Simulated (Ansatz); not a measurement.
The cluster H9Au5⁺. Total charge 1; doublet. Geometry PBE-D4/def2-SVP; atoms count from 1.

```xyz
14

Au   -1.932    2.118   -3.006
Au   -1.277    0.258   -1.098
Au    1.583   -1.006    1.661
Au    4.226   -1.013    2.593
Au   -1.165   -1.449    1.129
H     5.740   -0.506    2.535
H    -2.620   -1.402    0.466
H    -1.437    3.494   -4.072
H     0.175   -1.861    2.229
H    -0.159   -0.293    0.071
H     3.166   -0.325    1.403
H    -1.987    3.845   -3.539
H    -1.939   -2.454    2.081
H    -2.376    0.595   -2.451
```

In the def2 sets Au takes a core potential; there is no spin–orbit coupling. In the doublet, H8 and H12 lie 0.84 Å apart (atoms count from 1), so H2 has formed as a molecule. Another isomer (doublet) lies 0.42 eV lower at PBE0-D4/def2-TZVP; other spin states weren't run for this one.

(1) Estimate the Mulliken populations from the PBE0/def2-TZVP orbitals of Ansatz.

(2) Where does the spin sit?

(3) And the Mayer bond orders between heavy atoms (over 0.3)?

Results:

(1) 
```tsv
atom	charge (e)	spin (α − β)	d electrons
Au1	0.35	0.00	9.66
Au2	-0.03	0.00	9.72
Au3	-0.10	0.11	9.71
Au4	0.50	0.34	9.50
Au5	0.45	0.00	9.36
H6	0.05	0.38	–
H7	0.03	0.03	–
H8	0.10	0.00	–
H9	-0.13	0.04	–
H10	-0.22	0.01	–
H11	-0.10	0.11	–
H12	0.11	0.00	–
H13	0.06	0.00	–
H14	-0.07	0.00	–
```
Mulliken values depend strongly on the basis.

(2) Summed by element: Au 0.45, H 0.55, of 1 unpaired in all. Largest on single atoms: H6 0.38, Au4 0.34, Au3 0.11.

(3) Au1–Au2 0.32 (2.74 Å).
